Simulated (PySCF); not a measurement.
One of the candidates below gave these computed data.

All candidates are C11H10.

| technique | computed result |
| --- | --- |
| 13C NMR | chemical shifts (computed TMS as zero) by class: 140.8 (1 C), 140.1 (1 C), 140.0 (1 C), 135.6 (1 C), 134.9 (1 C), 134.9 (1 C), 133.0 (1 C), 132.0 (1 C), 131.6 (1 C), 130.4 (1 C), 39.1 (1 C) ppm [GIAO PBE0/pcSseg-1] |
| Dipole | 0.24 D [PBE0/pcSseg-1] |
| 1H NMR | chemical shifts (computed TMS as zero) by class: 7.70 (1 H), 7.65 (1 H), 7.60 (1 H), 7.55 (1 H), 7.48 (1 H), 6.90 (1 H), 6.40 (1 H), 6.04 (1 H), 2.92 (2 H) ppm [GIAO PBE0/pcSseg-1] |
| Rotational structure | rotational constants A, B, C: 2.310, 1.006, 0.758 GHz [GFN2-xTB] |

The electronic properties come from PySCF, for the isolated species, density fitting. Levels stand in brackets. One conformer (not necessarily the lowest) at the GFN2-xTB geometry, without solvent, vibrations or thermal averaging. NMR classes are plain means over equivalent atoms (diastereotopic ones count apart unless rotation or inversion swaps them), as if these changed places fast.

Task: Which candidate is it?
A. `C=C(C)C#Cc1ccccc1`
B. `C#Cc1c(C)ccc2c1CC2`
C. `C1=CCc2ccccc2C=C1`

Result: C. It is `C1=CCc2ccccc2C=C1`. Numbering: `[CH:1]1=[CH:2][CH2:3][c:4]2[cH:5][cH:6][cH:7][cH:8][c:9]2[CH:10]=[CH:11]1`. Its formula, C11H10, gives 7 degrees of unsaturation: 2 rings and 5 π bonds in the structure found (Kekulé form). 11 carbons fall into 11 classes; from least to most shielded: alkene CH carbon [C10] (140.8 ppm), substituted aromatic carbon [C4] (140.1 ppm), substituted aromatic carbon [C9] (140.0 ppm), alkene CH carbon [C11] (135.6 ppm), aromatic CH carbon [C6] (134.9 ppm), alkene CH carbon [C2] (134.9 ppm), aromatic CH carbon [C8] (133.0 ppm), aromatic CH carbon [C5] (132.0 ppm), alkene CH carbon [C1] (131.6 ppm), aromatic CH carbon [C7] (130.4 ppm), benzylic-type carbon [C3] (39.1 ppm). Hydrogen classes from least to most shielded: 1 H on an aromatic CH carbon, C6 (7.70 ppm), 1 H on an aromatic CH carbon, C8 (7.65 ppm), 1 H on an alkene CH carbon, C10 (7.60 ppm), 1 H on an aromatic CH carbon, C7 (7.55 ppm), 1 H on an aromatic CH carbon, C5 (7.48 ppm), 1 H on an alkene CH carbon, C11 (6.90 ppm), 1 H on an alkene CH carbon, C1 (6.40 ppm), 1 H on an alkene CH carbon, C2 (6.04 ppm), 2 H on a benzylic-type carbon, C3 (2.92 ppm, a mean of values up to 1.0 ppm apart in this geometry). The optimised geometry has point group C1 and is an asymmetric top.

The others, at the same levels:
- `C=C(C)C#Cc1ccccc1` fails: it has 9 carbon classes against 11; its computed 13C shifts are 138.8 (2 C), 134.9 (1 C), 133.8 (2 C), 133.5 (1 C), 129.9 (1 C), 128.2 (1 C), 100.5 (1 C), 100.3 (1 C), 26.9 (1 C) ppm, 1H shifts are 7.80 (2 H), 7.63 (2 H), 7.56 (1 H), 5.76 (1 H), 5.69 (1 H), 2.11 (3 H) ppm and rotational constant A is 3.570 GHz (against 2.310 GHz).
- `C#Cc1c(C)ccc2c1CC2` fails: its computed 13C shifts are 156.0 (1 C), 148.2 (1 C), 146.6 (1 C), 132.4 (1 C), 127.9 (1 C), 120.7 (1 C), 95.8 (1 C), 84.5 (1 C), 30.3 (1 C), 29.2 (1 C), 25.1 (1 C) ppm, 1H shifts are 7.37 (1 H), 7.22 (1 H), 3.34 (2 H), 3.21 (1 H), 3.17 (2 H), 2.59 (3 H) ppm and rotational constant A is 1.693 GHz (against 2.310 GHz).
